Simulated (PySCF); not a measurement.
ClZn (SMILES [Cl][Zn]), doublet, at a GFN2-xTB geometry (such geometries of metal compounds can be far from the true shape) (the spin is typed, not shown lowest), atoms displaced at random by about 0.03 Å a coordinate; DF-HF/def2-SVP, gradient run with PySCF.

Input for PySCF:
```python
from pyscf import gto, scf

mol = gto.M(
    atom='''
Zn    0.020654   -0.074198   -0.822282
Cl    0.035570    0.056859    1.435853
''',
    basis='def2-svp',
    charge=0,
    spin=1,
    verbose=4,
)

mf = scf.UHF(mol)
mf = mf.density_fit(auxbasis='def2-universal-jkfit')
mf.kernel()
g = mf.nuc_grad_method()
g.auxbasis_response = False
grad = g.kernel()
```

The log (banner, timings and long lists left out):

```
PySCF version 2.14.0

[INPUT] verbose = 4
[INPUT] num. atoms = 2
[INPUT] num. electrons = 47
[INPUT] charge = 0
[INPUT] spin (= nelec alpha-beta = 2S) = 1
[INPUT] symmetry False subgroup None
[INPUT] Mole.unit = angstrom
[INPUT] Symbol           X                Y                Z      unit          X                Y                Z       unit  Magmom
[INPUT]  1 Zn     0.020654000000  -0.074198000000  -0.822282000000 AA    0.039030403377  -0.140213898990  -1.553887777160 Bohr   0.0
[INPUT]  2 Cl     0.035570000000   0.056859000000   1.435853000000 AA    0.067217558251   0.107447937717   2.713368925135 Bohr   0.0

nuclear repulsion = 119.31135001159
number of shells = 19
number of NR pGTOs = 109
number of NR cGTOs = 49
basis = def2-svp
ecp = {}

******** <class 'pyscf.df.df_jk.DFUHF'> ********
method = DFUHF
initial guess = minao
damping factor = 0
level_shift factor = 0
DIIS = <class 'pyscf.scf.diis.CDIIS'>
diis_start_cycle = 1
diis_space = 8
diis_damp = 0
SCF conv_tol = 1e-09
SCF conv_tol_grad = None
SCF max_cycles = 50
direct_scf = False
number electrons alpha = 24  beta = 23
Set gradient conv threshold to 3.16228e-05
******** <class 'pyscf.df.df.DF'> ********
auxbasis = def2-universal-jkfit
init E= -2236.46820391034

cycle= 1 E= -2236.90926612924  delta_E= -0.441  |g|= 0.188  |ddm|= 1.11
cycle= 2 E= -2236.94022632785  delta_E= -0.031  |g|= 0.0809  |ddm|= 0.429
cycle= 3 E= -2236.94506730057  delta_E= -0.00484  |g|= 0.0266  |ddm|= 0.123
cycle= 4 E= -2236.94642449535  delta_E= -0.00136  |g|= 0.0136  |ddm|= 0.084
cycle= 5 E= -2236.94673794656  delta_E= -0.000313  |g|= 0.00505  |ddm|= 0.0449
cycle= 6 E= -2236.94679234417  delta_E= -5.44e-05  |g|= 0.00231  |ddm|= 0.0167
cycle= 7 E= -2236.94681003199  delta_E= -1.77e-05  |g|= 0.000842  |ddm|= 0.0112
cycle= 8 E= -2236.94681251907  delta_E= -2.49e-06  |g|= 0.000233  |ddm|= 0.00459
cycle= 9 E= -2236.94681270087  delta_E= -1.82e-07  |g|= 4.69e-05  |ddm|= 0.00134
cycle= 10 E= -2236.94681270624  delta_E= -5.37e-09  |g|= 1.18e-05  |ddm|= 0.000216
cycle= 11 E= -2236.94681270648  delta_E= -2.37e-10  |g|= 3.88e-06  |ddm|= 4.01e-05
Extra cycle  E= -2236.94681270649  delta_E= -1.36e-11  |g|= 1.77e-06  |ddm|= 6.31e-06
converged SCF energy = -2236.94681270649  <S^2> = 0.75504447  2S+1 = 2.0050381

******** <class 'pyscf.df.grad.uhf.Gradients'> for <class 'pyscf.df.df_jk.DFUHF'> ********
unit = Eh/Bohr
--------------- DFUHF gradients ---------------
         x                y                z
0 Zn    -0.0000978115    -0.0008594045    -0.0148076902
1 Cl     0.0000954900     0.0008390072     0.0144562401
----------------------------------------------
```
